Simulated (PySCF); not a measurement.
# CH4F2NSi: g tensor and hyperfine couplings

Compound: CH4F2NSi (doublet state).
Cartesian coordinates in Å at the GFN2-xTB level; atoms count from 1:
```xyz
9
CH4F2NSi angstrom
F      1.6163    0.1733    1.1578
C      1.4774   -0.3034   -0.0965
F      2.1421   -1.4835   -0.1944
N      0.2059   -0.2853   -0.5839
Si    -1.1412    0.5511    0.1569
H      0.0929   -0.8810   -1.3880
H     -2.1822    0.3600   -0.8476
H     -1.4640   -0.0679    1.4420
H     -0.7337    1.9427    0.3286
```

The hyperfine couplings belong to this conformer and change with its torsions.

The species is `F[C](F)N[SiH3]` [radical].

The calculation used PySCF 2.14.0, UKS B3LYP, pcH-1 on C F H N Si, non-relativistic, mean-field spin-orbit, GIAO. One conformer (not necessarily the lowest) at the GFN2-xTB geometry, without solvent, vibrations or thermal averaging. A GFN2-xTB geometry isn't a minimum of the functional, and hyperfine couplings can be far from their values at a DFT geometry. Stability of the SCF solution: not tested.

| Item | Value |
| --- | --- |
| g1, g2, g3 | 2.00190, 2.00373, 2.00406 |
| g_iso | 2.00323 |
| Form of g | rhombic: the two nearest values differ by 15 % of g3 − g1 |
| ⟨S²⟩ | 0.7522 (exact 0.7500) |
| HOMO–LUMO gap, α and β orbitals | 5.22, 7.07 eV |

Isotropic coupling and dipolar principal values T1 to T3, in G; ρ(0) is the spin density at the nucleus (MHz turned into gauss with g_iso; 10 G = 1 mT):

```csv
atom,isotope,a_iso,of which spin–orbit,T1,T2,T3,Mulliken spin population,ρ(0) (bohr⁻³)
F1,19F,133.1,0.3,-64.2,-58.4,122.5,0.04,0.0885
C2,13C,200.6,0.0,-24.2,-23.8,48.1,0.77,0.5002
F3,19F,158.2,0.3,-72.1,-66.5,138.6,0.05,0.1052
N4,14N,11.3,0.0,-2.8,-2.5,5.4,0.10,0.0980
Si5,29Si,0.0,0.0,-1.6,0.6,1.0,0.03,0.0001
H6,1H,-4.1,0.0,-3.5,-2.4,6.0,0.00,-0.0026
H7,1H,-0.9,0.0,-0.7,-0.6,1.3,0.00,-0.0006
H8,1H,7.0,0.0,-0.7,-0.4,1.1,0.01,0.0044
H9,1H,2.4,0.0,-0.8,-0.7,1.5,0.01,0.0015
```

Largest spin populations (Mulliken): C2 (+0.77) and N4 (+0.10). C2 is the only atom above +0.15. The angles at C2 add up to 340.3°, so it is pyramidal.

Axes: g3 points within 14° of the F1–C2 bond.

Under fast tumbling the dipolar parts average out, and these isotropic splittings remain: 2 × 19F (F1/F3, I = 1/2, 3 lines) with 14.57 mT, 1 × 14N (N4, I = 1, 3 lines) with 1.13 mT, 1 × 1H (H6, I = 1/2, 2 lines) with 0.41 mT and 3 × 1H (H7/H8/H9, I = 1/2, 4 lines) with 0.28 mT.

Means are taken over nuclei equivalent by connectivity, which assumes that they swap fast. The three 1H nuclei of mean +8.0 MHz run from -2.5 to 19.6 MHz in the frozen geometry. The 19F value of +408.4 MHz is a mean of couplings from 373.3 to 443.5 MHz in this one geometry, not an average over conformers.

The 13C coupling of C2 (562.4 MHz) shows only in satellite lines or after enrichment, since that isotope makes up about 1.07 % of natural carbon.

Examples of negative spin density at the nucleus (bohr⁻³): H6 (-0.0026).
